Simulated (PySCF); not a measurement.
## C4H3N2O3: g tensor and hyperfine couplings

Species: C4H3N2O3 (doublet state).
Z-matrix (Å and degrees, GFN2-xTB geometry), rows numbered from 1:
```
C 
O   1  1.3339
C   2  1.3151  1  120.02
N   3  1.3286  2  125.78  1    -0.02
O   4  1.3562  3  104.34  2   179.99
C   5  1.3404  4  107.26  3     0.04
C   6  1.4699  5  122.76  4  -179.84
O   7  1.1983  6  125.11  5    -0.10
N   6  1.3041  5  112.34  4    -0.06
H   1  1.0727  2  120.77  3     0.01
H   1  1.0710  2  114.51  3   179.81
H   7  1.1031  6  111.23  5   179.78
```

The hyperfine couplings belong to this conformer and change with its torsions.

As a line formula: `[CH2]Oc1noc(C=O)n1` [radical].

Method used: UKS B3LYP, pcH-1 on C H N O, non-relativistic, mean-field spin-orbit, GIAO (PySCF). Geometry: GFN2-xTB, one conformer, isolated molecule. The geometry wasn't refined by DFT: couplings that depend on bond lengths, twists or pyramidal angles can differ widely from those at the functional's own minimum. Stability of the SCF solution: not tested.

* g1, g2, g3: 2.00211, 2.00296, 2.00396
* g_iso: 2.00301
* Form of g: rhombic: the two nearest values differ by 46 % of g3 − g1
* ⟨S²⟩: 0.7553 (exact 0.7500)
* HOMO–LUMO gap, α and β orbitals: 2.69, 5.10 eV
* Total energy: -489.28244 Eh

Hyperfine couplings atom by atom, in G; T1 to T3 are the principal values of the dipolar part; ρ(0) is the spin density at the nucleus (MHz turned into gauss with g_iso; 10 G = 1 mT):

```tsv
atom	isotope	a_iso	T1	T2	T3	Mulliken spin population	ρ(0) (bohr⁻³)
C1	13C	30.4	-28.7	-27.7	56.3	0.96	0.0759
O2	17O	-3.5	-14.5	6.9	7.6	0.05	0.0163
C3	13C	-1.6	-0.5	-0.3	0.8	-0.01	-0.0041
N4	14N	0.9	-1.5	-1.2	2.8	0.08	0.0080
O5	17O	-1.0	-3.4	1.7	1.7	0.02	0.0048
C6	13C	-1.0	-1.1	0.4	0.7	-0.01	-0.0025
C7	13C	0.3	-0.1	0.0	0.1	0.00	0.0006
O8	17O	0.1	-0.4	-0.3	0.7	-0.01	-0.0007
N9	14N	-0.1	-0.2	-0.1	0.2	0.01	-0.0009
H10	1H	-23.7	-13.1	0.0	13.2	-0.04	-0.0148
H11	1H	-23.4	-13.4	-0.1	13.5	-0.04	-0.0147
H12	1H	0.0	-0.1	-0.1	0.3	0.00	0.0000
```

Largest spin populations (Mulliken): C1 (+0.96) and N4 (+0.08). No atom but C1 exceeds +0.15. The angles at C1 add up to 360.0°, so it is planar; its axial dipolar tensor and the negative couplings of its protons fit spin in a p orbital normal to that plane.

Axes: g1 is normal to the molecular plane and g3 points within 4° of the C1–H11 bond.

Under fast tumbling the dipolar parts average out, and these isotropic splittings remain: 1 × 1H (H10, I = 1/2, 2 lines) with 2.37 mT, 1 × 1H (H11, I = 1/2, 2 lines) with 2.34 mT and 1 × 14N (N4, I = 1, 3 lines) with 0.09 mT.

H10 and H11 aren't averaged: C1 is flat or nearly so (angle sum 360°), and its turn about the short C1–O2 bond (1.33 Å) is taken as slow.

The 17O coupling of O2 (-9.9 MHz) shows only in satellite lines or after enrichment, since that isotope makes up about 0.038 % of natural oxygen.

The 13C coupling of C1 (85.3 MHz) shows only in satellite lines or after enrichment, since that isotope makes up about 1.07 % of natural carbon.

The spin density at the nucleus, in bohr⁻³, is negative for H10 (-0.0148), H11 (-0.0147) and C3 (-0.0041), for instance. A restricted open-shell determinant has no negative spin density anywhere; here it arises because α and β orbitals differ (spin polarisation).
